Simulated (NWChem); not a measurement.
Species: AlHBrF; SMILES [F][AlH][Br]

```xyz
4

Al    -0.5292    -1.1076     0.0007
H     -2.0412    -1.5163     0.0044
F      0.6346    -2.2903    -0.0003
Br     0.1531     1.0238    -0.0004
```
Atoms are numbered in this order, from 1.

Level: PBE0/def2-SVP (NWChem), optimised geometry, unscaled harmonic frequencies. This build's default masses of Se (78.918 u) and Br (79.917 u) are each other's, which moves their modes by up to 0.6 %.

Task: List the harmonic frequencies with IR intensities, and the thermochemistry.

Result: 
```
frequency (cm⁻¹)  IR intensity (km/mol)
----------------  ---------------------
188                                14.9
427                                53.4
472                               149.2
660                               171.3
878                               140.1
2030                              111.2
```

```
Property                                                                            Value
-----------------------------------------------------------------------  ----------------
zero-point energy                                                            6.7 kcal/mol
thermal correction to the enthalpy at 298.15 K (with zero-point energy)      9.8 kcal/mol
heat capacity Cv                                                         12.0 cal/(mol K)
entropy at 298.15 K and 1 atm (symmetry number 1)                        70.2 cal/(mol K)
dipole moment                                                                      1.22 D
```

Rigid rotor and harmonic oscillator.
